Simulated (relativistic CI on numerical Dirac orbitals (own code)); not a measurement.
## Sc3+ in a cubic cluster: 3p photoemission with charge transfer

Computed with a charge-transfer multiplet model of a cubic metal-ligand cluster with up to 2 ligand holes, Slater and spin-orbit integrals from Dirac-Coulomb-Breit ions, Slater integrals scaled by 0.8. The ground state mixes d0 with configurations of k ligand holes L, whose averages lie at kΔ + k(k − 1)U_dd/2; a core hole lowers each added d electron by U_cd. 300 K, Lorentzian 0.9 eV and Gaussian 0.8 eV FWHM.

Atomic integrals in eV (Slater integrals scaled, ζ unscaled), ground: F2dd 4.710, F4dd 2.885, zeta_d 0.005; with the core hole: F2dd 4.710, F4dd 2.885, zeta_d 0.012, zeta_core 0.361, F2cd 7.734, G1cd 9.660, G3cd 5.869. Where a configuration has fewer than two d electrons, the dd integrals are those of d2.

Cluster parameters (eV): Δ = 4.9, U_dd = 4, 10Dq = 0.25, 10Dq(ligand) = 1.4, V(eg) = 3.45, V(t2g) = -1.77, final-state hopping factor = 0.8.

| Case | n_d | d0 | d1L | d2L2 | S |
| --- | --- | --- | --- | --- | --- |
| U_cd = 4.1 eV | 0.69 | 0.42 | 0.46 | 0.11 | 0.00 |
| U_cd = 4.7 eV | 0.69 | 0.42 | 0.46 | 0.11 | 0.00 |
| U_cd = 5.9 eV | 0.69 | 0.42 | 0.46 | 0.11 | 0.00 |

Weights, n_d and S are thermal averages at 300 K. Binding energies count from the first peak over 30 % of the highest in each spectrum, which can be another peak from case to case. The parameters are a model scan and need not match a compound or its usual spin state. Peaks in eV (height, largest 100):
- U_cd = 4.1 eV: 0.0 (100), 11.0 (5)
- U_cd = 4.7 eV: 0.0 (100), 6.0 (5), 11.1 (7)
- U_cd = 5.9 eV: 0.0 (100), 5.7 (6), 11.5 (10)

Curve for U_cd = 5.9 eV (points under 2 left out, the grid thinned):

```json
{"E (eV)": "-3.2", "Intensity": "3.0"}
{"E (eV)": "-2.9", "Intensity": "3.7"}
{"E (eV)": "-2.6", "Intensity": "4.7"}
{"E (eV)": "-2.3", "Intensity": "6.0"}
{"E (eV)": "-1.9", "Intensity": "9.0"}
{"E (eV)": "-1.6", "Intensity": "13.0"}
{"E (eV)": "-1.3", "Intensity": "20.4"}
{"E (eV)": "-1.0", "Intensity": "34.1"}
{"E (eV)": "-0.7", "Intensity": "56.6"}
{"E (eV)": "-0.4", "Intensity": "83.3"}
{"E (eV)": "0.0", "Intensity": "100.0"}
{"E (eV)": "0.3", "Intensity": "88.0"}
{"E (eV)": "0.6", "Intensity": "64.0"}
{"E (eV)": "0.9", "Intensity": "40.7"}
{"E (eV)": "1.2", "Intensity": "24.6"}
{"E (eV)": "1.5", "Intensity": "15.5"}
{"E (eV)": "1.9", "Intensity": "9.6"}
{"E (eV)": "2.2", "Intensity": "7.5"}
{"E (eV)": "2.5", "Intensity": "6.5"}
{"E (eV)": "2.8", "Intensity": "6.1"}
{"E (eV)": "3.1", "Intensity": "5.7"}
{"E (eV)": "3.4", "Intensity": "5.2"}
{"E (eV)": "3.8", "Intensity": "4.5"}
{"E (eV)": "4.1", "Intensity": "4.1"}
{"E (eV)": "4.4", "Intensity": "4.0"}
{"E (eV)": "4.7", "Intensity": "4.1"}
{"E (eV)": "5.0", "Intensity": "4.6"}
{"E (eV)": "5.3", "Intensity": "5.6"}
{"E (eV)": "5.6", "Intensity": "6.3"}
{"E (eV)": "6.0", "Intensity": "5.9"}
{"E (eV)": "6.3", "Intensity": "4.6"}
{"E (eV)": "6.6", "Intensity": "3.4"}
{"E (eV)": "6.9", "Intensity": "2.5"}
{"E (eV)": "9.7", "Intensity": "2.1"}
{"E (eV)": "10.0", "Intensity": "2.9"}
{"E (eV)": "10.4", "Intensity": "4.6"}
{"E (eV)": "10.7", "Intensity": "6.5"}
{"E (eV)": "11.0", "Intensity": "8.5"}
{"E (eV)": "11.3", "Intensity": "10.1"}
{"E (eV)": "11.6", "Intensity": "10.4"}
{"E (eV)": "11.9", "Intensity": "9.2"}
{"E (eV)": "12.3", "Intensity": "6.4"}
{"E (eV)": "12.6", "Intensity": "4.4"}
{"E (eV)": "12.9", "Intensity": "3.0"}
{"E (eV)": "13.2", "Intensity": "2.1"}
```

A d0 ion has no d-d gap: its lowest excitations are ligand-to-metal charge transfer. With the core hole the configuration with one ligand hole lies at Δ − U_cd = 0.8, 0.2, -1.0 eV from the one without, in the order of the table; where this is negative the screened configuration lies lower, though the effective hopping of about 6.2 eV (from the holes of the mixed ground state) mixes the two strongly wherever it is as large as the gap.

With at most 2 ligand holes the space is cut while the next configuration still counts, so covalency is underestimated, and a final configuration with one more ligand hole, which can lie low, is missing from the spectra.
